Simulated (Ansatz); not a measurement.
LiMg, multiplicity 2 (lowest of 2S+1 = 2, 4 at CCSD(T)/def2-TZVPP on PBE0 minima; our sources give no spin for the ground state, which may be another), most abundant isotopes (7.0160 and 23.9850 u). Constants from fifth-degree fits in 1/R to seven points on the lowest solution found; no spin–orbit coupling, no relativity up to Kr; ω_e x_e and α_e move by some per cent with the fit.

Correlated levels freeze the inner cores; with def2 sets outer-core shells near the valence are correlated too.

Run with Ansatz (Gaussian basis) for Hartree–Fock, density functionals and correlated methods. 

```json
[
 {"level": "PBE/def2-TZVPP", "r_e (Å)": "3.0861", "ω_e (cm⁻¹)": "199.5", "ω_e x_e (cm⁻¹)": "3.58", "α_e (cm⁻¹)": "0.00703"},
 {"level": "CCSD(T)/def2-QZVPP", "r_e (Å)": "3.0916", "ω_e (cm⁻¹)": "180.1", "ω_e x_e (cm⁻¹)": "6.05", "α_e (cm⁻¹)": "0.0106"}
]
```

D_e from total energies of the atoms and the molecule: 0.30 eV at PBE/def2-TZVPP; 0.18 eV at CCSD(T)/def2-QZVPP.

**Question.** Derive the rotational constants, the centrifugal constant, the fundamental, the zero-point energy and the force constant, and test the Morse rule for the well depth.

**Answer.** 
μ = 5.42818 u.
- PBE/def2-TZVPP: B_e = 16.8576/(μ r_e²) = 0.32607 cm⁻¹; B₀ = B_e − α_e/2 = 0.32256 cm⁻¹; D = 4B_e³/ω_e² = 3.48e-06 cm⁻¹; fundamental ω_e − 2ω_e x_e = 192 cm⁻¹; zero-point energy ω_e/2 − ω_e x_e/4 = 99 cm⁻¹; k = μ(2πcω_e)² = 12.7 N/m; a Morse well would hold ω_e²/(4ω_e x_e) = 0.34 eV against the computed D_e of 0.30 eV
- CCSD(T)/def2-QZVPP: B_e = 16.8576/(μ r_e²) = 0.32492 cm⁻¹; B₀ = B_e − α_e/2 = 0.31962 cm⁻¹; D = 4B_e³/ω_e² = 4.23e-06 cm⁻¹; fundamental ω_e − 2ω_e x_e = 168 cm⁻¹; zero-point energy ω_e/2 − ω_e x_e/4 = 89 cm⁻¹; k = μ(2πcω_e)² = 10.4 N/m; a Morse well would hold ω_e²/(4ω_e x_e) = 0.17 eV against the computed D_e of 0.18 eV

Ansatz is a first-principles code.
